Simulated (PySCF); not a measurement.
CHO₂, SMILES O=[C]O, multiplicity 2.

Geometry: PBE0-D3(BJ)/def2-TZVP. The isomer is the one that the SMILES or the coordinates give; other isomers of the formula were not compared. Other conformers were not sampled.

Calculation: CAM-B3LYP/def2-TZVPD (PySCF).

| Item | Value |
|---|---|
| total energy | -189.11502 hartree |
| point group | Cs |
| α spin, highest occupied and lowest empty level | -8.68 and 0.52 eV |
| β spin, highest occupied and lowest empty level | -11.90 and -1.76 eV |
| dipole moment | 2.01 D |
| quadrupole, principal values (traceless, Buckingham form, about the centre of nuclear charge) | -5.24, 0.81, 4.43 D·Å |
| mean static polarisability | 22.0 bohr³ (3.26 Å³) |
| polarisability, principal values | 16.5, 22.8, 26.8 bohr³ |
| ⟨S²⟩ | 0.754 (pure state 0.75) |
